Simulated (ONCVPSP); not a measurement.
# PBEsol ONCV dataset for Zr (Z = 40), scalar-relativistic all-electron reference.

ONCVPSP 4.0.1 input, shortened (lines: element, Z, core and valence counts, functional; n l f; lmax; l rc ep ncon nbas qcut; lloc lpopt rc5 dvloc0; l nproj debl; icmod fcfact rcfact), PBEsol, scalar-relativistic:

```
  Zr 40.00    7    4  -116133      upf
    1    0    2.00
    2    0    2.00
    2    1    6.00
    3    0    2.00
    3    1    6.00
    3    2   10.00
    4    0    2.00
    4    1    6.00
    4    2    2.00
    5    0    1.00
    5    1    1.00
    2
    0    2.90    0.00    3    8    2.00
    1    2.15    0.00    4    7    7.90
    2    2.40    0.00    4    8    6.80
    4    5    1.40    0.00
    0    2    1.60
    1    3    1.20
    2    3    1.60
    0    0.00    0.00
```

- Cutoffs needed: 14 Ha and 16 Ha (the cutoffs (Ha) at which the residual kinetic energy of the hardest occupied pseudo-wave falls to 1 and 0.1 mHa per electron)
- Ghost test: ghosts flagged at negative energy: s at -52.0 eV; GHOST(+) flagged for s at 69.4 eV; a true bound ghost makes a file unfit for plane-wave use
- Largest excitation error: -40 meV (all-electron minus pseudo) for 4p6 4d1 5s2 5p0, out of 4 test configurations
